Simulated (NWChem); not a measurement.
System: GaHOBrCl; SMILES [OH][Ga]([Cl])[Br]

Here is an NWChem input.

```
start job
memory heap 200 mb stack 900 mb global 1100 mb
geometry units angstroms noautoz
  Ga     0.377925    -0.421438     0.000000
  Cl    -0.931899    -2.130686     0.000000
  Br    -0.444451     1.698961     0.000000
  O      2.151840    -0.649179     0.000000
  H      2.377704    -1.599890     0.000000
end
basis spherical
  Ga library def2-svp
  Cl library def2-svp
  Br library def2-svp
  O library def2-svp
  H library def2-svp
end
dft
  xc xpbe96 cpbe96
  iterations 150
  mulliken
end
task dft energy
```

Output (shortened):

```
             Northwest Computational Chemistry Package (NWChem) 7.3.0
             --------------------------------------------------------

 CS  symmetry detected

                             Geometry "geometry" -> ""
                             -------------------------

 Output coordinates in angstroms (scale by  1.889725989 to convert to a.u.)

  No.       Tag          Charge          X              Y              Z
 ---- ---------------- ---------- -------------- -------------- --------------
    1 Ga                  31.0000     0.33154919    -0.49356805     0.00000000
    2 Cl                  17.0000    -1.14146460    -2.06436340     0.00000000
    3 Br                  35.0000    -0.27629703     1.69798783     0.00000000
    4 O                    8.0000     2.07409861    -0.89626133     0.00000000
    5 H                    1.0000     2.20448063    -1.86469640     0.00000000

 Effective nuclear repulsion energy (a.u.)     618.6099735150

      Symmetry information
      --------------------

 Group name             Cs
 Group number              2
 Group order               2
 No. of unique centers     5

  pbe96 is a nonlocal functional; adding pw91lda local functional.

                                 NWChem DFT Module
                                 -----------------

 Summary of "ao basis" -> "ao basis" (spherical)
 ------------------------------------------------------------------------------
       Tag                 Description            Shells   Functions and Types
 ---------------- ------------------------------  ------  ---------------------
 Ga                         def2-svp                12       32   5s4p3d
 Cl                         def2-svp                 8       18   4s3p1d
 Br                         def2-svp                12       32   5s4p3d
 O                          def2-svp                 6       14   3s2p1d
 H                          def2-svp                 3        5   2s1p

      Symmetry analysis of basis
      --------------------------

        a'         71
        a"         30

            General Information
            -------------------
          SCF calculation type: DFT
          Wavefunction type:  closed shell.
          No. of atoms     :     5
          No. of electrons :    92
           Alpha electrons :    46
            Beta electrons :    46
          Charge           :     0
          Spin multiplicity:     1
          Use of symmetry is: on ; symmetry adaption is: on
          Maximum number of iterations: 150
          AO basis - number of functions:   101
                     number of shells:    41
          Convergence on energy requested:  1.00D-06
          Convergence on density requested:  1.00D-05
          Convergence on gradient requested:  5.00D-04

              XC Information
              --------------
          PerdewBurkeErnzerhof Exchange Functional  1.000
            Perdew 1991 LDA Correlation Functional  1.000 local
           PerdewBurkeErnz. Correlation Functional  1.000 non-local

             Grid Information
             ----------------
          Grid used for XC integration:  medium
          Radial quadrature: Mura-Knowles
          Angular quadrature: Lebedev.
          Tag              B.-S. Rad. Rad. Pts. Rad. Cut. Ang. Pts.
          ---              ---------- --------- --------- ---------
          Ga                  1.30      112           8.0       590
          Cl                  1.00       88          10.0       590
          Br                  1.15      112          11.0       590
          O                   0.60       49          10.0       434
          H                   0.35       45          11.0       434
          Grid pruning is: on
          Number of quadrature shells:   406
          Spatial weights used:  Erf1

      Superposition of Atomic Density Guess
      -------------------------------------

 Sum of atomic energies:       -5029.57562166

      Non-variational initial energy
      ------------------------------

 Total energy =   -5030.187204
 1-e energy   =   -8240.193554
 2-e energy   =    2591.396377
 HOMO         =      -0.406398
 LUMO         =      -0.046619

      Symmetry analysis of molecular orbitals - initial
      -------------------------------------------------

  Numbering of irreducible representations:

     1 a'          2 a"

  Orbital symmetries:

     1 a'          2 a'          3 a'          4 a'          5 a'
     6 a'          7 a"          8 a'          9 a'         10 a'
    11 a"         12 a'         13 a'         14 a'         15 a'
    16 a'         17 a"         18 a'         19 a'         20 a"
    21 a'         22 a'         23 a'         24 a"         25 a'
    26 a'         27 a"         28 a'         29 a"         30 a'
    31 a'         32 a'         33 a"         34 a"         35 a'
    36 a'         37 a'         38 a'         39 a'         40 a'
    41 a"         42 a'         43 a"         44 a'         45 a"
    46 a'         47 a'         48 a"         49 a'         50 a'
    51 a'         52 a'         53 a'         54 a"         55 a'
    56 a"

     ---------------------------------------------
      Total Density - Mulliken Population Analysis
     ---------------------------------------------

    Atom       Charge   Shell Charges
 -----------   ------   -------------------------------------------------------
    1 Ga  31    29.59   2.00  2.00  2.00  0.71  0.07  6.00  5.98  0.47  0.23  8.11  1.83  0.20
    2 Cl  17    17.46   2.00  1.99  1.23  0.72  5.94  2.16  3.41  0.01
    3 Br  35    35.40   2.00  2.00  2.00  1.37  0.58  6.00  5.99  2.37  3.10  8.23  1.73  0.05
    4 O    8     8.90   1.99  1.11  0.67  3.08  2.04  0.00
    5 H    1     0.65   0.52  0.07  0.06

[...]
```

Level: PBE/def2-SVP. Geometry: optimised at PBE-D3(BJ)/def2-SVP.
